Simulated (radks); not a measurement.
Q: Valence configurations of Ce+ (all share [Xe]). Method: scalar-relativistic Kohn-Sham, SCAN, spin-unpolarised, spherical densities, finite nucleus; meta-GGA in the generalised Kohn-Sham scheme; Fermi nuclear charge, rms radius 4.8771 fm; computed with a radial shooting solver on a logarithmic mesh with Libxc functionals. Order these by energy: 4f1 5d2; 5d1.5 6p1.5; 4f1 5d1.5 6s0.5; 5d3; 4f1 5d1 6p1; 4f1 5d1.5 6p0.5; 5d2 6s1; 5d2 6p1; 4f1 5d0.5 6p1.5; 4f1 5d1 6s1.

A: From the lowest, in eV above it: 4f1 5d1 6s1 0.000; 4f1 5d1.5 6s0.5 0.041; 4f1 5d2 0.144; 4f1 5d1.5 6p0.5 1.458; 4f1 5d1 6p1 2.984; 5d3 4.134; 4f1 5d0.5 6p1.5 4.738; 5d2 6s1 4.798; 5d2 6p1 8.033; 5d1.5 6p1.5 10.383. NIST lists [Xe] 4f1 5d2 as the ground configuration; this level of theory puts 4f1 5d1 6s1 lower, by 0.144 eV. The energies are those of spherical spin-averaged densities, not of single terms.
